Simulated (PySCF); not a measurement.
C₆ coefficients of unlike pairs at r2SCAN0

Calculated with PySCF 2.14 from the dipole response of each species, C₆(A,B) = (3/π) ∫ α_A(iu) α_B(iu) du, in atomic units, from isotropic polarisabilities. For ions this is the dispersion term alone; charge-induced terms of lower order in 1/R come first.

| species | configuration | basis | relativity | α (bohr³) | C₆ (like pair) |
| --- | --- | --- | --- | --- | --- |
| Mn⁺ | [Ar] 3d5 4s1 (7S) | aug-cc-pVDZ-DK (7s6p4d2f) | spin-free X2C | 30.44 | 164.0 |
| Ge⁺ | [Ar] 3d10 4s2 4p1 (2P) | x2c-TZVPPall with one added diffuse shell each of s, p, d type (7s6p5d1f) | spin-free X2C | 19.08 | 112.1 |
| Ne³⁺ | [He] 2s2 2p3 (4S) | dyall-av2z (11s7p2d) | none | 0.7060 | 0.6242 |
| F²⁺ | [He] 2s2 2p3 (4S) | aug-cc-pVTZ (5s4p3d2f) | none | 1.259 | 1.609 |

**Question.** Estimate C₆ for Ne³⁺ with Mn⁺.

**Answer.** The integral gives 7.436. The combination rule 2 C_A C_B / (C_A α_B/α_A + C_B α_A/α_B) gives 6.667 and the geometric mean 10.12.

No spin-orbit coupling is included.

The other pairs:

| pair | C₆ |
| --- | --- |
| F²⁺, Ne³⁺ | 0.9954 |
| Ne³⁺, Ge⁺ | 6.673 |
| Ge⁺, Mn⁺ | 132.2 |
| F²⁺, Ge⁺ | 11.37 |
| F²⁺, Mn⁺ | 12.68 |
